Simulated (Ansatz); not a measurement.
Geometry optimisation, Ansatz, RKS r2SCAN/6-31G*.

The input (input.yaml):

```yaml
crystal:
  periodic: [false, false, false]
  atoms:
    - { symbol: "N", position_ang: [0.1554, -0.6577, 1.9499] }
    - { symbol: C, position_ang: [0.6775, -0.7403, 0.6134] }
    - { symbol: "N", position_ang: [0.41268, -2.07809, 0.0117] }
    - { symbol: C, position_ang: [1.53224, -1.7772, 0.21338] }
    - { symbol: Si, position_ang: [3.24836, -2.28177, 0.17797] }
    - { symbol: H, position_ang: [0.2308, 0.3749, 2.232] }
    - { symbol: H, position_ang: [0.7048, -1.1345, 2.6056] }
    - { symbol: H, position_ang: [0.53159, 0.10291, -0.05696] }
    - { symbol: H, position_ang: [3.59387, -3.21025, 1.33507] }
    - { symbol: H, position_ang: [3.56344, -3.00545, -1.04892] }
    - { symbol: H, position_ang: [4.18791, -1.14542, 0.27874] }
basis:
  gaussian: { orbitals: "6-31G*" }
hamiltonian:
  xc: r2scan
relax:
  f_tol: 0.015
  max_steps: 40
```

Command:

```bash
$ ansatz run input.yaml --threads 2 --pin off --max-ram 3072MiB --backend cpu --events-out ev --progress --plain --runs-dir out
```

Question: Where does it end, and by what steps?

Answer: The run converged. After 17 steps the energy has fallen by 0.880 eV; H11 moved furthest, 0.75 Å. The start is strongly strained (largest force component 9 eV/Å).

```
step  energy less start (eV)  largest force component (eV/Å)  accepted
   0                  0.0000                           8.735       yes
   1                 -0.7407                           1.556       yes
   2                 -0.8105                           0.280       yes
   3                 -0.8220                           0.301       yes
   4                 -0.8344                           0.227       yes
   5                 -0.8493                           0.190       yes
   6                 -0.8542                           0.322       yes
   7                 -0.8604                           0.234       yes
   8                 -0.8715                           0.168       yes
   9                 -0.8744                           0.063       yes
  10                 -0.8766                           0.121       yes
  11                 -0.8781                           0.144       yes
  12                 -0.8777                           0.273        no
  13                 -0.8793                           0.054       yes
  14                 -0.8799                           0.047       yes
  15                 -0.8802                           0.026       yes
  16                 -0.8803                           0.025       yes
  17                 -0.8803                           0.005       yes
```

```xyz
11
Properties=species:S:1:pos:R:3
N 0.007 -0.676 1.924
C 0.651 -0.608 0.646
N 0.504 -1.800 -0.239
C 1.687 -1.546 0.195
Si 3.389 -2.304 0.169
H 0.363 0.047 2.546
H 0.179 -1.578 2.364
H 0.537 0.368 0.172
H 3.799 -2.559 1.576
H 3.394 -3.572 -0.606
H 4.329 -1.324 -0.436
```

The run took 62 s on 2 threads of Intel(R) Xeon(R) Platinum 8488C (Sapphire Rapids), on a shared host, peak memory 0.23 GiB.
